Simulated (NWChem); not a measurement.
CH$_{5}$AlO$_{2}$; SMILES [CH3][Al]([OH])[OH]

```xyz
9

Al    -0.0078    -0.0439     0.0016
C     -0.1872    -1.9707     0.0007
H      0.2356    -2.4008    -0.9220
H     -1.2394    -2.2846     0.0714
H      0.3646    -2.4194     0.8423
O     -1.4155     0.9174    -0.0009
H     -1.4832     1.8719    -0.0049
O      1.5582     0.6288     0.0019
H      1.8136     1.5508    -0.0022
```
Atoms are numbered in this order, from 1.

All runs: NWChem. Pople sets run with spherical d functions. Geometry: optimised at PBE0/def2-SVP. B3LYP is NWChem's, with the RPA form of VWN correlation. Atomic charges in e: unrestrained fits to the electrostatic potential beside Mulliken populations; buried atoms are poorly determined by the fit.

For level Hartree-Fock/6-31G*:

```yaml
ESP Al1: 1.29
Mulliken Al1: 1.27
ESP C2: -0.55
Mulliken C2: -0.82
ESP O6: -0.97
Mulliken O6: -0.96
ESP O8: -0.97
Mulliken O8: -0.96
```

**Question.** How do the values read with level B3LYP/def2-SVP instead?

**Answer.** 
| Quantity | Value |
|---|---|
| ESP Al1 | 1.05 |
| Mulliken Al1 | 0.77 |
| ESP C2 | -0.42 |
| Mulliken C2 | -0.33 |
| ESP O6 | -0.83 |
| Mulliken O6 | -0.46 |
| ESP O8 | -0.83 |
| Mulliken O8 | -0.46 |
